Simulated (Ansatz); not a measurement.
# Nudged elastic band run: BGaH4O

input.yaml

```yaml
crystal:
  periodic: [false, false, false]
  atoms:
    - { symbol: B, position_ang: [-1.398274, 0.018683, 0.028542] }
    - { symbol: Ga, position_ang: [0.629179, 0.006469, 0.537665] }
    - { symbol: O, position_ang: [1.930162, -0.082866, -0.709244] }
    - { symbol: H, position_ang: [-2.041827, -1.000668, -0.048421] }
    - { symbol: H, position_ang: [-1.995575, 1.04667, -0.184883] }
    - { symbol: H, position_ang: [1.296302, 0.069047, 1.960228] }
    - { symbol: H, position_ang: [1.641333, -0.125336, -1.629487] }
basis:
  gaussian: { orbitals: def2-SVP }
hamiltonian:
  xc: b3lyp
  dispersion: d4
neb:
  order_check: false
  images: 5
  f_tol: 0.05
  max_iterations: 60
  final_atoms:
    - { symbol: B, position_ang: [-1.12777371, 0.06007298, 0.79920954] }
    - { symbol: Ga, position_ang: [0.66764115, 0.11044297, -0.29005354] }
    - { symbol: O, position_ang: [2.17329118, 0.09918288, -1.24084397] }
    - { symbol: H, position_ang: [-1.55917869, -0.98094151, 0.3324191] }
    - { symbol: H, position_ang: [-1.66351339, 1.08519313, 0.42708933] }
    - { symbol: H, position_ang: [-0.73182659, 0.01674391, 1.94674308] }
    - { symbol: H, position_ang: [2.30266005, -0.45869536, -2.02016354] }
  initial_path:
    images:
      - { positions_ang: [[-1.398274, 0.018683, 0.028542], [0.629179, 0.006469, 0.537665], [1.930162, -0.082866, -0.709244], [-2.041827, -1.000668, -0.048421], [-1.995575, 1.04667, -0.184883], [1.296302, 0.069047, 1.960228], [1.641333, -0.125336, -1.629487]] }
      - { positions_ang: [[-1.38224564, 0.02038912, 0.17252743], [0.65953157, -0.02632668, 0.58338287], [1.88381806, -0.08798661, -0.83043956], [-1.6659017, -0.99184001, 0.00202719], [-1.64035901, 1.04807672, -0.12340758], [0.72825032, 0.0914256, 1.82575134], [1.47820639, -0.12173915, -1.67544169]] }
      - { positions_ang: [[-1.36621728, 0.02209523, 0.31651286], [0.68988415, -0.05912235, 0.62910074], [1.83747412, -0.09310721, -0.95163513], [-1.2899764, -0.98301201, 0.05247538], [-1.28514301, 1.04948345, -0.06193216], [0.16019864, 0.11380421, 1.69127469], [1.31507977, -0.11814231, -1.72139638]] }
      - { positions_ang: [[-1.35018892, 0.02380135, 0.46049829], [0.72023672, -0.09191803, 0.6748186], [1.79113019, -0.09822782, -1.07283069], [-0.9140511, -0.97418402, 0.10292357], [-0.92992702, 1.05089017, -0.00045673], [-0.40785303, 0.13618281, 1.55679803], [1.15195316, -0.11454546, -1.76735106]] }
      - { positions_ang: [[-1.27605051, 0.03589189, 0.57340204], [0.70270487, -0.02446436, 0.35319455], [1.91851719, -0.03242426, -1.12883512], [-1.12909363, -0.97643652, 0.17942208], [-1.17445581, 1.06232449, 0.14205862], [-0.51584422, 0.09636984, 1.68677972], [1.53552212, -0.22926209, -1.85162189]] }
      - { positions_ang: [[-1.20191211, 0.04798243, 0.68630579], [0.68517301, 0.04298931, 0.03157051], [2.04590418, 0.03337931, -1.18483955], [-1.34413616, -0.97868901, 0.25592059], [-1.4189846, 1.07375881, 0.28457398], [-0.6238354, 0.05655688, 1.8167614], [1.91909109, -0.34397872, -1.93589271]] }
      - { positions_ang: [[-1.12777371, 0.06007298, 0.79920954], [0.66764115, 0.11044297, -0.29005354], [2.17329118, 0.09918288, -1.24084397], [-1.55917869, -0.98094151, 0.3324191], [-1.66351339, 1.08519313, 0.42708933], [-0.73182659, 0.01674391, 1.94674308], [2.30266005, -0.45869536, -2.02016354]] }
```

Launched with:

```bash
$ ansatz run input.yaml --threads 1 --pin off --max-ram 2048MiB --backend cpu --events-out ev --progress --plain --runs-dir out
```

Output, in part (warnings, iteration lines, the closing report on the highest movable image, with atoms numbered from 0):

```
NEB end point (image 0): max|allowed force component| = 1.039e-2 eV/Å (the criterion of neb.relax_end_points is 1.000e-2)
NEB end point (image 6): max|allowed force component| = 2.098e-2 eV/Å (the criterion of neb.relax_end_points is 1.000e-2)
NEB iter   1: max|band force component| = 1.420e1 eV/Å  barrier→ = 6.0833 eV  barrier← = 7.0263 eV  Δτ_max = 0.1995 Å  (194 SCF iters)
NEB iter   2: max|band force component| = 6.550e0 eV/Å  barrier→ = 3.3349 eV  barrier← = 4.2778 eV  Δτ_max = 0.2000 Å  (176 SCF iters)
NEB iter   3: max|band force component| = 2.817e0 eV/Å  barrier→ = 2.1151 eV  barrier← = 3.0580 eV  Δτ_max = 0.1956 Å  (162 SCF iters)
NEB iter   4: max|band force component| = 1.314e0 eV/Å  barrier→ = 1.2975 eV  barrier← = 2.2405 eV  Δτ_max = 0.1977 Å  (154 SCF iters)
NEB iter   5: max|band force component| = 1.569e0 eV/Å  barrier→ = 0.8424 eV  barrier← = 1.7853 eV  Δτ_max = 0.2000 Å  (155 SCF iters)
NEB iter   6: max|band force component| = 2.166e0 eV/Å  barrier→ = 0.5950 eV  barrier← = 1.5379 eV  Δτ_max = 0.2000 Å  (157 SCF iters)
NEB iter   7: max|band force component| = 1.728e0 eV/Å  barrier→ = 0.4366 eV  barrier← = 1.3795 eV  Δτ_max = 0.2000 Å  (151 SCF iters)
NEB iter   8: max|band force component| = 6.716e-1 eV/Å  barrier→ = 0.4503 eV  barrier← = 1.3933 eV  Δτ_max = 0.1274 Å  (148 SCF iters)
NEB iter   9: max|band force component| = 5.889e-1 eV/Å  barrier→ = 0.4447 eV  barrier← = 1.3876 eV  Δτ_max = 0.1013 Å  (141 SCF iters)
NEB iter  10: max|band force component| = 4.557e-1 eV/Å  barrier→ = 0.4132 eV  barrier← = 1.3562 eV  CI = image 3  Δτ_max = 0.1103 Å  (146 SCF iters)
NEB iter  11: max|band force component| = 3.390e-1 eV/Å  barrier→ = 0.4633 eV  barrier← = 1.4062 eV  CI = image 3  Δτ_max = 0.0543 Å  (147 SCF iters)
NEB iter  12: max|band force component| = 1.927e-1 eV/Å  barrier→ = 0.4644 eV  barrier← = 1.4073 eV  CI = image 3  Δτ_max = 0.0214 Å  (135 SCF iters)
NEB iter  13: max|band force component| = 1.004e-1 eV/Å  barrier→ = 0.4630 eV  barrier← = 1.4060 eV  CI = image 3  Δτ_max = 0.0137 Å  (142 SCF iters)
NEB iter  14: max|band force component| = 3.371e-2 eV/Å  barrier→ = 0.4627 eV  barrier← = 1.4056 eV  CI = image 3  Δτ_max = 0.0000 Å  (280 SCF iters)
Total energy: -55158.14612587 eV, -2027.0244825914 hartree
Atom 0 at    -1.410090     0.035293     0.211292 Å, force    -0.002120    -0.019617    -0.011365 eV/Å
Atom 1 at     0.523258    -0.025323    -0.180162 Å, force    -0.024208     0.011754     0.012819 eV/Å
Atom 2 at     2.180318    -0.100253    -0.814180 Å, force    -0.007735    -0.009496    -0.002843 eV/Å
Atom 3 at    -1.916779    -0.993195     0.578790 Å, force     0.010445     0.005876     0.002754 eV/Å
Atom 4 at    -1.890656     1.111086     0.456399 Å, force     0.018927     0.003873    -0.003118 eV/Å
Atom 5 at     0.349699     0.080184     1.479270 Å, force    -0.002404     0.000498     0.006570 eV/Å
Atom 6 at     2.225550    -0.175793    -1.777009 Å, force     0.007096     0.007113    -0.004817 eV/Å
Dipole moment:    -0.023521    -0.031234    -0.445156 e Å
```

The forces met the threshold. A vibrational analysis at the climbing image gives one clearly imaginary mode, 403i cm⁻¹: a first-order saddle point. The orbitals stay closed-shell, which can raise the energy where a bond breaks towards radicals; this wasn't checked here.

Final band (atoms are numbered from 1 in the order of the input):

```csv
image,path coordinate (Å),energy (eV),Ga2–H6 (Å),B1–H6 (Å)
0,0.00,0.00,1.57,3.32
1,0.59,0.07,1.58,3.07
2,1.18,0.28,1.60,2.69
3,1.77,0.46,1.67,2.17
4,2.44,-0.48,1.95,1.41
5,3.12,-0.93,2.47,1.22
6,3.80,-0.94,2.64,1.21
```

Run time: 3.1 min on 1 thread of Arm Neoverse V2, with other jobs on the host, peak memory 0.25 GiB.
